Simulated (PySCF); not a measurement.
C₄H₄BF, SMILES FB1C=CC=C1.

Geometry optimised at B3LYP-D3(BJ)/def2-SVP. This is a generated structure with no PubChem entry under its InChIKey; it may be hypothetical.

Method: TDDFT-PBE0/def2-SVPD (PySCF 2.14.0).

Vertical excitations. The molecule is in vacuum. State labels are in the subgroup C2v.

```csv
state,symmetry,energy (eV),λ (nm),f,main pairs
S1,B2,2.93,424,0.009,HOMO→LUMO 100 %
S2,A2,4.41,281,0.000,HOMO−1→LUMO 100 %
S3,B1,5.80,214,0.000,HOMO−3→LUMO 99 %
S4,A1,6.19,200,0.046,"HOMO−2→LUMO 75 %, HOMO→LUMO+3 24 %"
S5,A2,6.52,190,0.000,HOMO→LUMO+1 96 %
S6,A2,6.83,182,0.000,HOMO→LUMO+2 96 %
S7,B1,7.10,175,0.002,HOMO−4→LUMO 98 %
S8,A2,7.17,173,0.000,HOMO−5→LUMO 99 %
S9,B1,7.39,168,0.047,HOMO→LUMO+4 99 %
S10,A2,7.92,157,0.000,HOMO→LUMO+5 97 %
T1,B2,1.71,726,0,HOMO→LUMO 97 %
T2,A2,3.91,317,0,HOMO−1→LUMO 99 %
T3,A1,4.25,292,0,"HOMO−2→LUMO 73 %, HOMO→LUMO+3 24 %"
T4,B1,5.20,239,0,HOMO−3→LUMO 97 %
```
Triplets are in the Tamm–Dancoff approximation, which puts them higher than full response would, so one can lie above its singlet here.
